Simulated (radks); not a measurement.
Spherical quantum dot in the effective-mass picture: electrons in a well V = -V0 / (1 + exp((r - R)/a)) with V0 = 58.2, R = 1.31, a = 0.15, all in effective atomic units (hartree* = m*/eps^2 hartree, bohr* = eps/m* bohr), one dielectric constant everywhere. Calculated with a radial shooting solver with Libxc functionals: non-relativistic Kohn-Sham, exchange-only LDA, spin-polarised, spherical densities. Levels are named by radial order and angular momentum (1s, 1p, 1d, 2s, ...), and open shells are averaged over m.

N = 10, configuration 1s2 1p6 1d(up 2, down 0). This is the lowest configuration that the search found. Occupied and some empty levels:

level,occupation,eigenvalue (hartree*),<r> (bohr*)
1s up,1,-42.296,0.6426
1s down,1,-42.165,0.6400
1p up,3,-39.165,0.7546
1p down,3,-39.008,0.7536
1d up,2,-35.148,0.8333
1d down,0,-34.979,0.8331
2s up,0,-32.973,0.6749
2s down,0,-32.869,0.6760
1f up,0,-30.416,0.8962
1f down,0,-30.245,0.8964
2p up,0,-27.514,0.7680
2p down,0,-27.400,0.7683

Energy (hartree*): total -446.346, kinetic 55.000, external -552.24, Hartree 60.156, exchange-correlation -9.2578.

Electron density:

r (bohr*),n(r) (e/bohr*^3)
0.109,1.484
0.227,1.880
0.344,2.425
0.462,2.914
0.579,3.105
0.696,2.825
0.814,2.108
0.931,1.232
1.05,0.5368
1.17,0.1649
1.28,0.03598
1.40,0.005764
1.52,0.0007236
